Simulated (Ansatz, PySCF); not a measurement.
Process, species as SMILES: C[SiH](F)N[SiH3] → C[Si@H](F)[N][SiH3] + H atom (the H-N bond at the site shown breaks; other sites are not compared here)
Each molecule is optimised on its own at B3LYP-D3(BJ)/def2-TZVP (Ansatz, an electronic-structure program), one conformer each, not searched for the lowest.
Geometry of the first species:
SMILES: C[SiH](F)N[SiH3]
```xyz
13

Si     0.8017     0.6594    -0.3039
C      1.6931    -0.9113    -0.7270
F      1.3454     1.1346     1.1381
N     -0.9012     0.4471    -0.2836
Si    -1.8640    -0.8964     0.2401
H      1.1013     1.7722    -1.2287
H      1.3956    -1.2742    -1.7127
H      2.7716    -0.7419    -0.7359
H      1.4846    -1.6961     0.0020
H     -1.4246     1.2811    -0.5173
H     -2.7940    -0.5023     1.3251
H     -0.9436    -1.9424     0.7338
H     -2.6775    -1.4518    -0.8690
```

Property: bond dissociation energy (0 K, with B3LYP-D3(BJ) harmonic zero-point energies from PySCF), in kJ/mol. Valence correlation only, unless marked. UHF or UKS for open shells. No spin-orbit coupling. No relativistic terms. CBS marks a two-point X^-3 extrapolation of the correlation energy; Hartree-Fock from the larger set. [CCSD(T)-MP2]/basis is that difference in the basis named.

| level | program | bond dissociation energy (kJ/mol) | minus last row |
|---|---|---|---|
| PBE-D4/def2-TZVPD | Ansatz + dftd4 | 429.0 | -35.1 |
| BLYP-D3(BJ)/def2-TZVPD | Ansatz + dftd3 | 425.2 | -38.9 |
| B3LYP-D3(BJ)/def2-TZVPD | Ansatz + dftd3 | 439.4 | -24.7 |
| PBE0/STO-3G | Ansatz | 514.6 | 50.5 |
| PBE0-D3(BJ)/def2-TZVP | Ansatz + dftd3 | 436.8 | -27.3 |
| BHLYP/def2-TZVPD | Ansatz | 431.9 | -32.2 |
| HSE06/def2-TZVPD | Ansatz | 434.5 | -29.6 |
| B2PLYP/def2-TZVPD | Ansatz | 442.9 | -21.2 |
| MP2/6-31G | Ansatz | 434.6 | -29.5 |
| MP2/6-31G* | Ansatz | 425.4 | -38.7 |
| MP2/cc-pV(D+d)Z | Ansatz | 445.9 | -18.2 |
| RI-MP2/cc-pV(Q+d)Z | Ansatz | 475.7 | 11.6 |
| SCS-MP2/STO-3G | Ansatz | 463.7 | -0.4 |
| CCSD/cc-pV(T+d)Z | Ansatz | 449.6 | -14.5 |
| RI-MP2/CBS(cc-pV(T+d)Z,cc-pV(Q+d)Z)+[CCSD(T)-MP2]/cc-pV(T+d)Z | Ansatz | 464.1 | 0.0 |
